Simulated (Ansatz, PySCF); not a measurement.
Process, species as SMILES: FC(F)(F)F [tetrafluoromethane] + 4 [H][H] (H2) -> C (CH4) + 4 F (HF)
Each molecule is optimised on its own at B3LYP-D3(BJ)/def2-TZVP (Ansatz, an electronic-structure program).

Quantity: energy of full hydrogenation (enthalpy at 298 K, with B3LYP-D3(BJ) rigid-rotor harmonic-oscillator terms from PySCF), in eV. Valence correlation only, unless marked. No spin-orbit coupling. No relativistic terms. CBS(X,Y): correlation extrapolated as X^-3; Hartree-Fock from the larger set. [CCSD(T)-MP2]/basis is that difference in the basis named.

| level | program | energy of full hydrogenation (eV) |
|---|---|---|
| B3LYP-D3(BJ)/def2-TZVPD | Ansatz + dftd3 | -2.18 |
| B3LYP-D4/def2-TZVPD | Ansatz + dftd4 | -2.15 |

**Question.** What does RI-MP2/CBS(aug-cc-pVTZ,aug-cc-pVQZ)+[CCSD(T)-MP2]/aug-cc-pVTZ (Ansatz) give?

**Answer.** -2.42 eV
